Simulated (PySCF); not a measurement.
hydrogen bromide (BrH), SMILES Br. Heavy atoms are numbered as in [BrH:1]. Hydrogens are named by the atom that carries them.

Coordinates come from a PBE0-D3(BJ)/def2-TZVPD optimisation.

Computed with PySCF with PBE/def2-TZVPD.

Mulliken values depend strongly on the basis, most of all with diffuse functions as here. ESP charges are fitted to the potential on shells at 1.4 to 2.0 van der Waals radii. Atomic charges (e), one atom of each kind:

| atom | ESP fit | meta-Löwdin | Mulliken |
|---|---|---|---|
| Br1 (BrH) | -0.18 | [?] | -0.23 |
| H on Br1 | 0.18 | [?] | 0.23 |

Some entries are withheld; supply them. (The exact figures need the calculation; the answer reports its results.)


- Br1 (BrH), meta-Löwdin: -0.17
- H on Br1, meta-Löwdin: 0.17
